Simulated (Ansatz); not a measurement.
```xyz
8

C    -0.2905    0.6177    1.3343
S    -0.9882    0.2174   -0.2918
Sb    0.9399   -0.8206   -1.3151
H     0.5470    1.3103    1.2551
H     0.0176   -0.2779    1.8732
H    -1.0909    1.1026    1.8947
H     0.0791   -2.1571   -1.9467
H     0.7860    0.0077   -2.8036
```

Total charge 0; spin multiplicity 1. Sb: def2 effective core potential.

(1) List the r2SCAN/def2-TZVPP orbital energies in eV (Ansatz 0.2.0). (An estimate is asked.)

## Answers

(1) Ansatz gave: Occupied: -2408.94, -273.85, -213.32, -157.41, -157.33, -157.17, -154.00, -105.78, -105.71, -105.61, -34.00, -33.96, -33.87, -33.86, -33.79, -20.15, -16.57, -14.24, -11.05, -10.93, -9.37, -8.83, -7.99, -6.55, -5.75. Lowest empty: -1.58, -0.68, 0.20, 0.63, 2.21, 2.52, 2.92, 3.50.
